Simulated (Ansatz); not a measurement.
`F[SiH2][SiH](Cl)Cl` + `C#N` → `N#C[SiH](Cl)[SiH2]F` + HCl at 298.15 K and 1 bar (formal exchange of groups at the Si–Cl bond).

Computed with Ansatz on PBE0-D4/def2-TZVP structures; ΔE is electronic, products minus reactants. CBS: MP2 limit from def2 TZ/QZ plus the TZ coupled-cluster correction, frozen cores. This one scheme is used for every species. One conformer a species, not always the lowest.

```
              species  CCSD(T)/CBS energy (Eh)  H − E (kJ/mol)  S (J/(mol·K))
 `F[SiH2][SiH](Cl)Cl`              -1599.46845           108.3          378.3
                `C#N`                -93.32098            52.4          201.2
`N#C[SiH](Cl)[SiH2]F`              -1232.38364           128.5          393.5
                  HCl               -460.38127            26.6          186.8
```

H − E and S are ideal-gas, rigid-rotor, harmonic terms from PBE0-D4/def2-TZVP, for one conformer and one mirror image of each species. 1 Eh = 2625.50 kJ/mol, R = 8.31446 J/(mol·K).

Task: By hand: ΔE, ΔH, ΔS and ΔG.

Result: ΔE = (-1232.38364) + (-460.38127) − (-1599.46845) − (-93.32098) = 0.02452 Eh = 64.4 kJ/mol. Δ(H − E) = 128.5 + 26.6 − 108.3 − 52.4 = -5.6, so ΔH = 58.8 kJ/mol. ΔS = 393.5 + 186.8 − 378.3 − 201.2 = 0.8 J/(mol·K). ΔG = 58.8 − 298.15 × (0.8)/1000 = 58.6 kJ/mol.

Task: By hand: the equilibrium constant, and the temperature at which ΔG would vanish if ΔH and ΔS stayed fixed.

Result: log₁₀ K = −ΔG/(RT ln 10) = -10.3. ΔG = 0 at ΔH/ΔS = 73500 K, far beyond where these terms or the molecules hold.

The number of gas molecules stays the same, so ΔS is small and ΔH decides. A doubt of 5 kJ/mol in ΔE shifts log₁₀ K by 0.9 here. Other conformers and mirror images would add mixing entropy, several J/(mol·K) or more a flexible species. Modes under 60 cm⁻¹, often nearly free rotors, make the harmonic entropy too high. These are equilibria of isolated gas molecules and say nothing of rates. Largest T1 diagnostic: 0.014 (customary marks: 0.02 for closed shells, 0.045 for open ones).
